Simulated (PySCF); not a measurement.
Simulation results for C$_{2}$H$_{8}$GeSi, CH$_{6}$GeSi, CH$_{4}$GeOSi, CH$_{8}$Ge$_{2}$Si and others

Computed with PySCF 2.14.0. Calculation on a computer-drawn molecule: the log of a Hartree-Fock and frozen-core CCSD(T) single point meant for a local Hartree-Fock minimum, with one planted fault or none, to be diagnosed. Offsets are logged minus clean, where the clean run is the same molecule without the fault. The reference is restricted for singlets and unrestricted otherwise, and also for a bond in bohr or an excited solution. Adding or removing an electron swaps singlet and doublet. The excited solution moves the top pair (singlet) or top alpha electron (doublet) to the lowest empty orbital. Highest occupied and lowest empty are orbital energies over both spins, largest force is the largest gradient component, triples share is (T) over the correlation energy, the T1 limit is 0.02 restricted and 0.045 unrestricted, electrons count all cores, a negative frequency is imaginary (commonest isotopes), and the dipole is about the centre of nuclear charge; on germanium a core potential holds 10 electrons, which the energies leave out, and 3d is frozen in MP2 and coupled-cluster steps.

Common to all runs: meant basis and core potential on germanium cc-pVDZ-PP ECP10MDF; logged SCF converged yes; logged CC converged yes; logged SCF stable within its kind yes; possible faults no fault, one electron removed, one electron added, multiplicity raised by two, geometry at a saddle point, SCF held on an excited solution, minimal basis STO-3G, one bond length entered in bohr, all coordinates scaled.

(1) C$_{2}$H$_{8}$GeSi

Logged structure:
```xyz
12
C2H8GeSi
C     -2.4677    -1.3331    -3.1234
Si    -1.4230    -0.6632    -1.9632
Ge    -2.1391     0.9343    -0.3284
C     -1.9107     0.2618     1.5056
H     -3.5142    -1.0540    -3.1827
H     -2.1417    -2.0614    -3.8586
H     -0.0054    -1.0818    -1.9273
H     -0.6102     3.3807    -0.6488
H     -3.6155     1.2472    -0.6017
H     -2.2356     1.0184     2.2221
H     -0.8620     0.0280     1.6980
H     -2.5044    -0.6414     1.6554
```

| Quantity | Value |
| --- | --- |
| meant charge | 0 |
| meant multiplicity | 1 |
| meant basis | cc-pV(D+d)Z |
| logged electrons | 66 |
| logged basis functions | 114 |
| logged spin squared | 1.185 |
| logged highest occupied | -8.0138 eV |
| logged lowest empty | 1.1919 eV |
| logged largest force | 0.027595 hartree/bohr |
| logged T1 diagnostic | 0.052681 |
| logged D1 diagnostic | 0.21652 |
| logged triples share | 0.037477 |
| logged dipole magnitude | 0.95302 debye |
| logged energy HF | -662.56045 hartree |
| logged energy CCSD(T) | -663.10626 hartree |
| planted fault | one bond length entered in bohr, row 7 of the drawn bonds |
| HF energy offset from clean run | 59.54 kcal/mol |
| CCSD(T) energy offset from clean run | 71.67 kcal/mol |

Drawn bonds:
```csv
atom,other atom,order
1,2,2
2,3,1
3,4,1
1,5,1
1,6,1
2,7,1
3,8,1
3,9,1
4,10,1
4,11,1
4,12,1
```

Notes: T1 above single-reference limit.

(2) CH$_{6}$GeSi

Logged structure:
```xyz
9
CH6GeSi
C     -1.6125    -1.3292    -0.7101
Si    -0.3167    -1.4543     0.3797
Ge     1.7605    -0.3211     0.0404
H     -2.5568    -1.8418    -0.5601
H     -1.5510    -0.7268    -1.6099
H     -0.4394    -2.2849     1.5942
H      2.9115    -1.3277    -0.0501
H      2.0472     0.6333     1.2036
H      1.6809     0.4766    -1.2622
```

| Quantity | Value |
| --- | --- |
| meant charge | 0 |
| meant multiplicity | 1 |
| meant basis | cc-pV(D+d)Z |
| logged electrons | 59 |
| logged basis functions | 90 |
| logged spin squared | 0.7787 |
| logged highest occupied | 0.53695 eV |
| logged lowest empty | 8.3624 eV |
| logged largest force | 0.04575 hartree/bohr |
| logged T1 diagnostic | 0.014453 |
| logged D1 diagnostic | 0.042913 |
| logged triples share | 0.030124 |
| logged dipole magnitude | 4.8361 debye |
| logged energy HF | -623.5643 hartree |
| logged energy CCSD(T) | -623.97493 hartree |
| planted fault | one electron added |
| HF energy offset from clean run | 29.74 kcal/mol |
| CCSD(T) energy offset from clean run | 25.86 kcal/mol |

Drawn bonds:
```csv
atom,other atom,order
1,2,2
2,3,1
1,4,1
1,5,1
2,6,1
3,7,1
3,8,1
3,9,1
```

Notes: highest electron not bound in this basis.

(3) CH$_{4}$GeOSi

Logged structure:
```xyz
8
CH4GeOSi
C     -1.5098     0.2575    -1.1879
Si    -0.7887     1.3811    -0.1362
O     -0.3192     2.8820    -0.6318
Ge    -0.3399     1.0109     2.2340
H     -1.7216     0.4151    -2.2412
H     -1.7939    -0.7147    -0.7994
H     -0.4532     3.1243    -1.5372
H     -0.9290    -0.4497     2.1047
```

| Property | Result |
| --- | --- |
| meant charge | 0 |
| meant multiplicity | 1 |
| meant basis | cc-pV(D+d)Z |
| logged electrons | 64 |
| logged basis functions | 94 |
| logged spin squared | 2.0216 |
| logged highest occupied | -6.4987 eV |
| logged lowest empty | -0.39662 eV |
| logged largest force | 0.099391 hartree/bohr |
| logged T1 diagnostic | 0.017712 |
| logged D1 diagnostic | 0.067525 |
| logged triples share | 0.028189 |
| logged dipole magnitude | 7.0355 debye |
| logged energy HF | -697.31299 hartree |
| logged energy CCSD(T) | -697.83491 hartree |
| planted fault | multiplicity raised by two |
| HF energy offset from clean run | 14.6 kcal/mol |
| CCSD(T) energy offset from clean run | 35.65 kcal/mol |

Drawn bonds:
```csv
atom,other atom,order
1,2,2
2,3,1
2,4,1
1,5,1
1,6,1
3,7,1
4,8,1
```

(4) CH$_{4}$GeOSi

Structure as in entry 3.

| Item | Value |
| --- | --- |
| meant charge | 0 |
| meant multiplicity | 1 |
| meant basis | cc-pV(D+d)Z |
| logged electrons | 64 |
| logged basis functions | 94 |
| logged spin squared | 0 |
| logged highest occupied | -8.1031 eV |
| logged lowest empty | -0.35715 eV |
| logged largest force | 4.229e-05 hartree/bohr |
| logged lowest frequency | 87.269 cm⁻¹ |
| logged T1 diagnostic | 0.020386 |
| logged D1 diagnostic | 0.074907 |
| logged triples share | 0.03322 |
| logged dipole magnitude | 0.38228 debye |
| logged energy HF | -697.33626 hartree |
| logged energy CCSD(T) | -697.89173 hartree |
| planted fault | no fault |
| HF energy offset from clean run | 0 kcal/mol |
| CCSD(T) energy offset from clean run | 0 kcal/mol |

Drawn bonds:
```csv
atom,other atom,order
1,2,2
2,3,1
2,4,1
1,5,1
1,6,1
3,7,1
4,8,1
```

Notes: T1 above single-reference limit.

(5) CH$_{8}$Ge$_{2}$Si

Logged structure:
```xyz
12
CH8Ge2Si
C     -1.9199    -1.2658     1.2903
Si    -0.9923    -0.9282    -0.0988
Ge    -0.0386     1.2544    -0.3811
Ge    -0.6595    -2.6425    -1.7429
H     -2.3737    -2.2355     1.4678
H     -2.1017    -0.5275     2.0647
H     -0.5597     1.9075    -1.6659
H     -0.4185     2.1253     0.8187
H      1.4883     1.1659    -0.4791
H     -1.2138    -2.2000    -3.1015
H     -1.3812    -3.9147    -1.2925
H      0.8339    -2.9414    -1.9141
```

| Item | Value |
| --- | --- |
| meant charge | 0 |
| meant multiplicity | 1 |
| meant basis | cc-pV(D+d)Z |
| logged electrons | 93 |
| logged basis functions | 123 |
| logged spin squared | 0.7788 |
| logged highest occupied | 0.068068 eV |
| logged lowest empty | 7.4189 eV |
| logged largest force | 0.042634 hartree/bohr |
| logged T1 diagnostic | 0.014811 |
| logged D1 diagnostic | 0.052444 |
| logged triples share | 0.031226 |
| logged dipole magnitude | 3.0621 debye |
| logged energy HF | -918.12433 hartree |
| logged energy CCSD(T) | -918.6538 hartree |
| planted fault | one electron added |
| HF energy offset from clean run | 21.53 kcal/mol |
| CCSD(T) energy offset from clean run | 17.59 kcal/mol |

Drawn bonds:
```csv
atom,other atom,order
1,2,2
2,3,1
2,4,1
1,5,1
1,6,1
3,7,1
3,8,1
3,9,1
4,10,1
4,11,1
4,12,1
```

Notes: highest electron not bound in this basis.

(6) CH$_{8}$Ge$_{2}$Si

Logged structure:
```xyz
12
CH8Ge2Si
C     -1.9890    -1.3114     1.3367
Si    -1.0280    -0.9616    -0.1024
Ge    -0.0400     1.2995    -0.3948
Ge    -0.6832    -2.7376    -1.8057
H     -2.4592    -2.3160     1.5207
H     -2.1774    -0.5465     2.1390
H     -0.5798     1.9761    -1.7259
H     -0.4335     2.2018     0.8482
H      1.5418     1.2078    -0.4964
H     -1.2575    -2.2792    -3.2132
H     -1.4309    -4.0556    -1.3390
H      0.8639    -3.0473    -1.9830
```

| Quantity | Value |
| --- | --- |
| meant charge | 0 |
| meant multiplicity | 1 |
| meant basis | cc-pV(D+d)Z |
| logged electrons | 92 |
| logged basis functions | 123 |
| logged spin squared | 0 |
| logged highest occupied | -8.2845 eV |
| logged lowest empty | 1.7007 eV |
| logged largest force | 0.023161 hartree/bohr |
| logged T1 diagnostic | 0.014191 |
| logged D1 diagnostic | 0.043808 |
| logged triples share | 0.036212 |
| logged dipole magnitude | 0.58532 debye |
| logged energy HF | -918.14558 hartree |
| logged energy CCSD(T) | -918.67592 hartree |
| planted fault | all coordinates scaled, by +3.6 % |
| HF energy offset from clean run | 8.201 kcal/mol |
| CCSD(T) energy offset from clean run | 3.708 kcal/mol |

Drawn bonds:
```csv
atom,other atom,order
1,2,2
2,3,1
2,4,1
1,5,1
1,6,1
3,7,1
3,8,1
3,9,1
4,10,1
4,11,1
4,12,1
```

(7) C$_{2}$H$_{6}$BGe

Logged structure:
```xyz
10
C2H6BGe
C     -0.7421     0.2832    -0.2821
B      0.6515    -0.3810    -0.3016
C      1.8562    -1.0644    -0.3100
Ge     1.8076    -2.9939    -0.2669
H     -1.4922    -0.5098    -0.1899
H     -0.8634     0.9544     0.5705
H     -0.9480     0.8298    -1.2044
H      2.8320    -0.5966    -0.3648
H      0.3580    -3.4798    -0.0563
H      2.7050    -3.5734     0.8454
```

| Property | Result |
| --- | --- |
| meant charge | 0 |
| meant multiplicity | 2 |
| meant basis | cc-pVDZ |
| logged electrons | 54 |
| logged basis functions | 95 |
| logged spin squared | 0 |
| logged highest occupied | -14.688 eV |
| logged lowest empty | -5.8963 eV |
| logged largest force | 0.056991 hartree/bohr |
| logged T1 diagnostic | 0.020306 |
| logged D1 diagnostic | 0.076076 |
| logged triples share | 0.037936 |
| logged dipole magnitude | 0.988 debye |
| logged energy HF | -396.9772 hartree |
| logged energy CCSD(T) | -397.47341 hartree |
| planted fault | one electron removed |
| HF energy offset from clean run | 156.7 kcal/mol |
| CCSD(T) energy offset from clean run | 159.5 kcal/mol |

Drawn bonds:
```csv
atom,other atom,order
1,2,1
2,3,2
3,4,1
1,5,1
1,6,1
1,7,1
3,8,1
4,9,1
4,10,1
```

Notes: T1 above single-reference limit.

(8) CH$_{7}$B$_{2}$Ge

Logged structure:
```xyz
11
CH7B2Ge
C      1.6176     1.7500    -0.7454
B      0.4336     1.3247     0.1912
B      0.5435     0.1991     1.4573
Ge     0.0788    -1.8078     1.2825
H      1.8618     2.7893    -0.4852
H      2.5328     1.1626    -0.6716
H      1.2899     1.7822    -1.7890
H     -1.6089     2.2953    -0.0319
H      0.8609     0.4818     2.5769
H      1.0993    -2.8770     0.9321
H     -1.3181    -2.3656     1.4927
```

| Item | Value |
| --- | --- |
| meant charge | 1 |
| meant multiplicity | 1 |
| meant basis | cc-pVDZ |
| logged electrons | 54 |
| logged basis functions | 100 |
| logged spin squared | 0.7344 |
| logged highest occupied | -13.446 eV |
| logged lowest empty | -5.4867 eV |
| logged largest force | 0.017562 hartree/bohr |
| logged T1 diagnostic | 0.05134 |
| logged D1 diagnostic | 0.23441 |
| logged triples share | 0.036245 |
| logged dipole magnitude | 1.7722 debye |
| logged energy HF | -384.26833 hartree |
| logged energy CCSD(T) | -384.71642 hartree |
| planted fault | one bond length entered in bohr, row 7 of the drawn bonds |
| HF energy offset from clean run | 70.49 kcal/mol |
| CCSD(T) energy offset from clean run | 71.26 kcal/mol |

Drawn bonds:
```csv
atom,other atom,order
1,2,1
2,3,1
3,4,1
1,5,1
1,6,1
1,7,1
2,8,1
3,9,1
4,10,1
4,11,1
```

Notes: T1 above single-reference limit.

(9) CH$_{7}$B$_{2}$Ge

Logged structure:
```xyz
11
CH7B2Ge
C      1.6176     1.7500    -0.7454
B      0.4336     1.3247     0.1912
B      0.5435     0.1991     1.4573
Ge     0.0788    -1.8078     1.2825
H      1.8618     2.7893    -0.4852
H      2.5328     1.1626    -0.6716
H      1.2899     1.7822    -1.7890
H     -0.6472     1.8383     0.0731
H      0.8609     0.4818     2.5769
H      1.0993    -2.8770     0.9321
H     -1.3181    -2.3656     1.4927
```

| Item | Value |
| --- | --- |
| meant charge | 1 |
| meant multiplicity | 1 |
| meant basis | cc-pVDZ |
| logged electrons | 54 |
| logged basis functions | 100 |
| logged spin squared | 2.0318 |
| logged highest occupied | -12.614 eV |
| logged lowest empty | -7.9982 eV |
| logged largest force | 0.06032 hartree/bohr |
| logged T1 diagnostic | 0.02148 |
| logged D1 diagnostic | 0.079453 |
| logged triples share | 0.030908 |
| logged dipole magnitude | 4.0569 debye |
| logged energy HF | -384.26606 hartree |
| logged energy CCSD(T) | -384.71107 hartree |
| planted fault | multiplicity raised by two |
| HF energy offset from clean run | 71.91 kcal/mol |
| CCSD(T) energy offset from clean run | 74.61 kcal/mol |

Drawn bonds:
```csv
atom,other atom,order
1,2,1
2,3,1
3,4,1
1,5,1
1,6,1
1,7,1
2,8,1
3,9,1
4,10,1
4,11,1
```

(10) CH$_{8}$BGeN

Logged structure:
```xyz
12
CH8BGeN
C      0.3330     1.4419    -0.1780
B      0.0877     1.9160     1.3150
N     -0.9444     1.4262     2.1356
Ge    -2.2487     0.1627     1.7578
H     -0.3633     0.6860    -0.5522
H      1.3477     1.0397    -0.2762
H      0.2842     2.3045    -0.8522
H      0.8259     2.7488     1.7876
H     -0.9931     1.8073     3.0613
H     -3.1226     0.6279     0.5922
H     -1.6070    -1.1819     1.4133
H     -3.8424    -0.0826     4.1584
```

| Property | Result |
| --- | --- |
| meant charge | 0 |
| meant multiplicity | 1 |
| meant basis | cc-pVDZ |
| logged electrons | 58 |
| logged basis functions | 105 |
| logged spin squared | 0.8446 |
| logged highest occupied | -9.2373 eV |
| logged lowest empty | 1.3001 eV |
| logged largest force | 0.0077245 hartree/bohr |
| logged T1 diagnostic | 0.04059 |
| logged D1 diagnostic | 0.20293 |
| logged triples share | 0.032315 |
| logged dipole magnitude | 0.78891 debye |
| logged energy HF | -414.98334 hartree |
| logged energy CCSD(T) | -415.54761 hartree |
| planted fault | one bond length entered in bohr, row 11 of the drawn bonds |
| HF energy offset from clean run | 66.32 kcal/mol |
| CCSD(T) energy offset from clean run | 73.73 kcal/mol |

Drawn bonds:
```csv
atom,other atom,order
1,2,1
2,3,1
3,4,1
1,5,1
1,6,1
1,7,1
2,8,1
3,9,1
4,10,1
4,11,1
4,12,1
```
